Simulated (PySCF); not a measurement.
HSi, SMILES [SiH] (connectivity only; charge and spin as stated), charge +1, multiplicity 1. Heavy atoms are numbered as in [SiH:1]. Hydrogens are named by the atom that carries them.

The structure is a stationary point at PBE-D3(BJ)/def2-TZVPD.

These are KT2/pcSseg-2 run with PySCF values and carry that method's errors.

GIAO shieldings, no solvent; atoms alike by connectivity are averaged. δ = σ(ref) − σ: ²⁹Si against TMS (σ = 351.7 ppm); ¹H against TMS (σ = 31.47 ppm), references at their B3LYP-D3(BJ)/def2-TZVP geometries, non-relativistic.

```json
[
 {"nucleus": "²⁹Si", "atoms": "Si1 (SiH)", "count": "1", "δ (ppm)": "850.4"},
 {"nucleus": "¹H", "atoms": "H on Si1", "count": "1", "δ (ppm)": "8.31"}
]
```
